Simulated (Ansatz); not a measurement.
C4H9Cl, charge +1, doublet, at a GFN2-xTB geometry (a state made from the parent by changing its charge; the spin is typed, not shown lowest). Base run: Ansatz (an electronic-structure program) with BLYP/def2-SVP.

Here is a job for Ansatz.
Ansatz 0.2 input:
```yaml
crystal:
  periodic: [false, false, false]
  atoms:
    - {symbol: C, position_ang: [-0.35803721, 1.42919133, -0.66345402]}
    - {symbol: C, position_ang: [-0.01241224, -0.07450110, -0.33139039]}
    - {symbol: C, position_ang: [1.31357077, -0.40822820, -0.97257391]}
    - {symbol: C, position_ang: [-1.17741942, -0.93407452, -0.76105632]}
    - {symbol: Cl, position_ang: [0.12768531, -0.02109610, 1.45127205]}
    - {symbol: H, position_ang: [-0.46140612, 1.48330987, -1.74626188]}
    - {symbol: H, position_ang: [-1.29077598, 1.72560022, -0.19253743]}
    - {symbol: H, position_ang: [0.43992807, 2.09095065, -0.33949680]}
    - {symbol: H, position_ang: [2.11353085, 0.25924918, -0.65572346]}
    - {symbol: H, position_ang: [1.62046295, -1.41998125, -0.69775470]}
    - {symbol: H, position_ang: [1.22826438, -0.35729178, -2.05588240]}
    - {symbol: H, position_ang: [-1.29587609, -0.89013610, -1.84154992]}
    - {symbol: H, position_ang: [-2.11539944, -0.63347510, -0.29663208]}
    - {symbol: H, position_ang: [-1.00359029, -1.97391709, -0.47493833]}
basis:
  gaussian:
    orbitals: def2-SVP
hamiltonian:
  xc: blyp
total_charge: 1
magnetization: {spin_polarized: true, initial_magnetization: 1}
```

Variants of this job, named by their change:

```
change                                     ΔE vs base (mEh)
-----------------------------------------  ----------------
base                                                  0.000
lower_state_search = full                             0.000
final_grid = 6, 12, 29                                0.006
final_grid = 14, 28, 59                               0.000
forces = on                                           0.000
lower_state_search = off                              0.000
fitting.mean_field = cc-pVTZ-JKFIT                   -0.112
accuracy = high                                       0.001
fitting.mean_field = def2-universal-JKFIT            -0.110
lower_state_search = light                            0.000
final_grid = 10, 20, 41                              -0.001
```
